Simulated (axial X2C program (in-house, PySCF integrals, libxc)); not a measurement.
**Potential curves of AsSe⁺, 2c**

Computed with an axial X2C code built on PySCF integrals. Two-component (2c) means X2C with spin–orbit coupling and atomic mean-field two-electron Coulomb and Gaunt terms. Basis: Se dyall-cv3z [8s9p6d4f1g], As dyall-cv3z [9s9p6d4f1g] (cores contracted in-house); Gaussian nuclei, density fitting, unrestricted open shells. Masses: Se 79.917 u, As 74.922 u.

State: Ω = 0 (closed shell). Energies in cm⁻¹ from the fragments at the same level (Se+ + As). Fits are polynomials in 1 − R0/R over 0.85 to 1.23 times the lowest point R0.

| R (Å) | BP86 | PBE0 |
| --- | --- | --- |
| 1.7957 | -32689 | -28750 |
| 1.8782 | -41219 | -36736 |
| 1.9402 | -45079 | -40153 |
| 2.0021 | -47284 | -41891 |
| 2.0640 | -48216 | -42336 |
| 2.1362 | -48087 | -41624 |
| 2.2085 | -46995 | -39935 |
| 2.3014 | -44623 | -36789 |
| 2.4149 | -40823 | -32047 |
| 2.5800 | -34524 | -24417 |

One determinant describes the state; a PBE0 search over occupations chose it and may have missed a lower one. The closed shell is kept restricted, so the energy runs too high when the bond is stretched far. Dissociation energies refer to the lowest single-determinant-based atoms at the same level and basis.

(1) What are Re, ωe and De at the BP86 level?

(2) Fit the PBE0 curve near its minimum: give the equilibrium distance, the harmonic wavenumber and the well depth.

Answers

(1) At BP86, 2c: Re = 2.091 Å, ωe ≈ 443 cm⁻¹, De = 5.99 eV to Se+ + As; Be follows as 0.0997 cm⁻¹.

(2) At PBE0, 2c: Re = 2.058 Å, ωe ≈ 479 cm⁻¹, De = 5.25 eV to Se+ + As; Be follows as 0.103 cm⁻¹.
